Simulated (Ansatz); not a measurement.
Reaction (ligand exchange at the In–O bond): `[OH][In]([F])[O][SiH3]` + HBr → `[OH][In]([F])[Br]` + `O[SiH3]`

Computed with Ansatz on PBE0-D4/def2-TZVP structures; ΔE is electronic, products minus reactants. CCSD(T)/CBS adds triple-zeta CCSD(T) − MP2 to the extrapolated MP2 energy (def2 sets, frozen cores). Functionals use def2-TZVPP. HSE06 is defined as in plane-wave codes. def2 core potentials past Kr. For Br, In outer-core shells are correlated without core-valence functions, which leaves a few kJ/mol of doubt a bond. Scalar relativity is left out up to krypton. Each species was taken in one conformer, which may not be the lowest.

`[OH][In]([F])[O][SiH3]`:

```xyz
9

O     1.478    2.805   -0.301
In    0.460    1.250    0.307
F    -0.312    1.307    2.092
O     0.146   -0.368   -0.728
Si   -0.638   -1.786   -0.484
H     1.502    3.488    0.376
H    -0.070   -2.522    0.679
H    -0.478   -2.612   -1.709
H    -2.088   -1.562   -0.232
```

HBr:

Cartesian coordinates in Å:
```
Br 0.325 0.003 0.631
H -0.325 -0.003 -0.631
```

`[OH][In]([F])[Br]`:

Z-matrix (Å, degrees):
```
In
O 1 1.959
Br 1 2.434 2 126.0
F 1 1.929 2 115.7 3 180.0
H 2 0.962 1 112.2 3 0.0
```

`O[SiH3]`:

```xyz
6

O    -1.112    0.193   -0.608
Si    0.230   -0.045    0.318
H    -1.004    0.198   -1.559
H     0.868   -1.360    0.035
H    -0.233   -0.003    1.724
H     1.250    1.016    0.090
```

(1) Is it downhill or uphill in electronic energy at CCSD(T)/CBS, and by how much? (An estimate is asked.)

(2) What do these levels give: PBE-D4, BLYP-D4, B97M-V, HSE06-D4, ωB97M-V, PBE, r2SCAN, HSE06, RPA@PBE/def2-TZVPP, MP2/def2-SVP, CCSD(T)/def2-SVP, HF/CBS(def2)? (An estimate is asked.)

(3) What do rigid-rotor, harmonic-oscillator terms from PBE0-D4/def2-TZVP frequencies (298.15 K, 1 bar) make of the CCSD(T)/CBS value? (An estimate is asked.)

Largest T1 diagnostic among the species: 0.017.

Answers

(1) The calculation gave: Downhill: ΔE = -88.7 kJ/mol.

(2) Computed: PBE-D4 -94.2, BLYP-D4 -87.8, B97M-V -90.9, HSE06-D4 -99.9, ωB97M-V -93.8, PBE -95.7, r2SCAN -95.6, HSE06 -101.3, RPA@PBE/def2-TZVPP -79.3, MP2/def2-SVP -81.5, CCSD(T)/def2-SVP -80.6, HF/CBS(def2) -102.2 kJ/mol.

(3) Ansatz gave: ΔZPE = +10.7 kJ/mol, ΔH = -80.6 kJ/mol, ΔS = 6 J/(mol·K), ΔG = -82.4 kJ/mol. Modes under 50 cm⁻¹ make the entropy rough.

At CCSD(T), def2-SVP lies +8.0 kJ/mol from the extrapolated value and def2-TZVPP +3.1 kJ/mol. From BLYP to BHLYP (50 % exact exchange), in def2-TZVPP and without D4, ΔE moves by −8.8 kJ/mol.
